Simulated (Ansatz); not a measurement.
Basis sets compared for `C1#CC=CC#CC=CC#CC=CC#CC=C1`. Total charge 0; singlet. Geometry r2SCAN-D4/def2-SVP. Ansatz on 4 threads of Arm Neoverse V2 on a shared host; times are rough, and most runs start from earlier orbitals.

| atom | x (Å) | y (Å) | z (Å) |
| --- | --- | --- | --- |
| C1 | -2.630 | 0.659 | -0.410 |
| C2 | -2.098 | 0.978 | -1.471 |
| C3 | -1.560 | 1.338 | -2.719 |
| C4 | -0.256 | 1.671 | -2.959 |
| C5 | 0.771 | 1.710 | -2.000 |
| C6 | 1.711 | 1.768 | -1.211 |
| C7 | 2.806 | 1.903 | -0.340 |
| C8 | 3.212 | 0.978 | 0.581 |
| C9 | 2.605 | -0.267 | 0.815 |
| C10 | 2.123 | -1.370 | 1.066 |
| C11 | 1.645 | -2.660 | 1.352 |
| C12 | 0.341 | -2.993 | 1.592 |
| C13 | -0.745 | -2.103 | 1.595 |
| C14 | -1.737 | -1.376 | 1.616 |
| C15 | -2.892 | -0.581 | 1.707 |
| C16 | -3.298 | 0.345 | 0.786 |
| H17 | -2.259 | 1.374 | -3.564 |
| H18 | 0.017 | 1.955 | -3.983 |
| H19 | 3.395 | 2.825 | -0.429 |
| H20 | 4.103 | 1.211 | 1.178 |
| H21 | 2.394 | -3.461 | 1.408 |
| H22 | 0.119 | -4.042 | 1.827 |
| H23 | -3.530 | -0.739 | 2.585 |
| H24 | -4.239 | 0.875 | 0.978 |

Binding counts from free atoms (C triplet, H doublet) in the same basis, without a counterpoise term.

```csv
level,functions,energy (Eh),HOMO (eV),LUMO (eV),binding per atom (eV),wall time
PBE-D4/def2-SVP,264,-613.0354,-4.96,-3.25,5.70,4.4 s
PBE0-D4/def2-SVP,264,-613.0558,-5.81,-2.62,5.54,9.5 s
```

Q: Estimate the rows for PBE-D4/def2-TZVP (with forces), PBE0-D4/def2-TZVP.

A: 
| level | functions | energy (Eh) | HOMO (eV) | LUMO (eV) | binding per atom (eV) | wall time |
| --- | --- | --- | --- | --- | --- | --- |
| PBE-D4/def2-TZVP (with forces) | 544 | -613.6883 | -5.04 | -3.34 | 5.62 | 17 s |
| PBE0-D4/def2-TZVP | 544 | -613.7024 | -5.85 | -2.67 | 5.45 | 33 s |
